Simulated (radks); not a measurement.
Results of a calculation; reference values are marked as such.
Ionisation of Al6+, [He] 2s2 2p3, to Al7+, [He] 2s2 2p2, under several functionals. Dirac Kohn-Sham, spin-unpolarised, spherical densities, finite nucleus; open shells are shared between the two j in proportion to 2j + 1; a radial shooting solver on a logarithmic mesh with Libxc functionals.

functional,E(Al6+) (hartree),Exc (hartree),IE (eV),-e(HOMO) (eV),<r> HOMO (bohr),IE error (eV)
AM05,-222.52174,-13.28637,237.45,216.00,0.5154,-4.3
PBEsol,-222.83360,-13.60877,237.56,216.09,0.5154,-4.2
B86b exchange with PBE correlation,-223.38937,-14.18103,238.02,216.51,0.5150,-3.7
BP86,-223.42711,-14.22241,238.03,216.52,0.5147,-3.7
exchange-only LDA,-221.74530,-12.49503,235.58,214.11,0.5159,-6.2
revPBE,-223.38425,-14.17599,237.79,216.31,0.5154,-4.0
PW91,-223.37160,-14.16279,238.17,216.65,0.5149,-3.6
OLYP,-223.38575,-14.18252,238.14,216.73,0.5154,-3.6

NIST Atomic Spectra Database: 241.8 eV (semi-empirical). Closest: PW91. The Delta-SCF values span 2.59 eV, the total energies 1.68 hartree. The highest occupied level is 2p3/2. Spin polarisation and multiplet splitting are left out, so open shells lie too high by an amount that depends on their filling.

Beside tabulated values, note that spin-unpolarised runs miss the spin-polarisation part of the exchange energy of open shells.
